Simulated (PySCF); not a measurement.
CH10FNSi3, SMILES C[Si@H](N[SiH3])[SiH2]F.

Coordinates come from a B3LYP-D3(BJ)/def2-SVP optimisation. The structure was generated by enumeration; whether it is a known compound was not checked. The values are those of a single conformer.

Level of theory: TDA-PBE0/def2-SVPD in PySCF.

Vertical excitations. The molecule is in vacuum.

```tsv
state	energy (eV)	λ (nm)	f	main pairs
S1	5.37	231	0.016	HOMO→LUMO 96 %
S2	6.02	206	0.038	HOMO→LUMO+1 86 %
S3	6.29	197	0.001	HOMO−1→LUMO 86 %
S4	6.87	180	0.014	HOMO→LUMO+2 94 %
S5	6.93	179	0.003	HOMO→LUMO+3 77 %, HOMO−1→LUMO+1 14 %
S6	7.05	176	0.046	HOMO−1→LUMO+1 80 %, HOMO→LUMO+3 15 %
T1	4.91	253	0	HOMO→LUMO 85 %
T2	5.49	226	0	HOMO→LUMO+1 70 %, HOMO−1→LUMO 20 %
```
Triplets are in the Tamm–Dancoff approximation.
